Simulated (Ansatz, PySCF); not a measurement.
Cl3Si, SMILES Cl[Si](Cl)Cl (connectivity only; charge and spin as stated), charge +1, multiplicity 1.

The structure is a stationary point at B3LYP-D3(BJ)/def2-SVP. The spin state was assumed, not searched. The isomer is the one that the SMILES or the coordinates give; other isomers of the formula were not compared.

Vertical ionisation energy (IE) and electron affinity (EA) in eV. Rows of orbital energies are one-electron estimates. Where ΔSCF, EOM or ADC give a negative EA the extra electron is unbound and the value depends on the basis.

```tsv
level	IE	EA
−ε(HOMO), −ε(LUMO), M06-2X/def2-TZVPD (PySCF)	16.79	7.56
−ε(HOMO), −ε(LUMO), PBE/def2-TZVPD (PySCF)	14.02	9.23
ADC(2)/aug-cc-pVDZ (PySCF)	17.46	6.55
ΔSCF, CAM-B3LYP/def2-SVPD (Ansatz), final states of multiplicity 2 and 2	17.99	6.58
ΔSCF, PBE/def2-SVPD (Ansatz), final states of multiplicity 2 and 2	?	?
```

Task: What belongs in the gaps? (Estimate from the structure and the level; the computed values follow.)

Result: 
- ΔSCF, PBE/def2-SVPD (Ansatz, an electronic-structure program), final states of multiplicity 2 and 2, IE: 17.16
- ΔSCF, PBE/def2-SVPD (Ansatz), final states of multiplicity 2 and 2, EA: 6.53

Task: What vertical singlet–triplet gap does ΔSCF give with CAM-B3LYP/def2-SVPD (Ansatz) and with PBE/def2-SVPD (Ansatz)? (The exact figures need the calculation; the answer reports its results.)

Result: 5.60 and 4.82 eV (triplet above singlet where positive).

Task: Beyond the first one, list the lowest photoelectron lines from PySCF with ADC(2)/aug-cc-pVDZ with their pole strengths (two spins summed). (The exact figures need the calculation; the answer reports its results.)

Result: 18.17 eV (1.80), 18.17 eV (1.80), 18.44 eV (1.79), 18.44 eV (1.79), 19.53 eV (1.80).
